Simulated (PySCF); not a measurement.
**Frontier levels across methods**

Compound: CH₄F₂O₃Si.
Numbering: `[OH:1][Si:2]([OH:3])([OH:4])[CH:5]([F:6])[F:7]` (hydrogens: H8 on O1; H9 on O3; H10 on O4; H11 on C5)

Structure used (PBE0-D3(BJ)/def2-SVP), in Å, numbered top down from 1:
```xyz
11
CH4F2O3Si angstrom
O     -0.6146   -0.5923    1.6851
Si    -0.4811   -0.0883    0.1263
O     -0.6620   -1.2559   -1.0277
O     -1.6166    1.0671   -0.1602
C      1.3205    0.5174    0.0073
F      1.4732    1.3349   -1.0692
F      2.0980   -0.5914   -0.2052
H     -1.4808   -0.8765    1.9918
H      0.1225   -1.7951   -1.1775
H     -1.8483    1.2103   -1.0830
H      1.7202    1.0392    0.8950
```

Basis pcSseg-1 throughout (PySCF), one geometry. Isolated species at its PBE0-D3(BJ)/def2-SVP geometry (one conformer only).

Problem. How do the orbital energies, the gap and the dipole change with the method?

Solution. 
```
   method                    kind  HOMO (eV)  LUMO (eV)  gap (eV)  μ (D)  SCF cycles
    B97-D                     GGA      -6.99      -0.17      6.82   1.28          15
     BP86                     GGA      -7.02      -0.22      6.80   1.27          15
    B3LYP           global hybrid      -8.36       0.27      8.62   1.33          13
 mPW1PW91           global hybrid      -8.66       0.62      9.28   1.32          13
CAM-B3LYP  range-separated hybrid     -10.07       1.50     11.57   1.35          13
  LC-wPBE  range-separated hybrid     -11.38       2.95     14.33   1.32          13
       HF            Hartree–Fock     -12.79       3.78     16.57   1.45          10
```

The HOMO spans 5.81 eV, from B97-D down to HF, and the gap runs from 6.80 eV (BP86) to 16.57 eV (HF). Over the methods B97-D (0 %), BP86 (0 %), B3LYP (20 %), mPW1PW91 (25 %), HF (100 %), a straight line through the gap against the share of exact exchange rises by 0.98 eV for each 10 % (correlation coefficient 1.000). The dipole ranges from 1.27 D (BP86) to 1.45 D (HF). This basis has no diffuse functions.
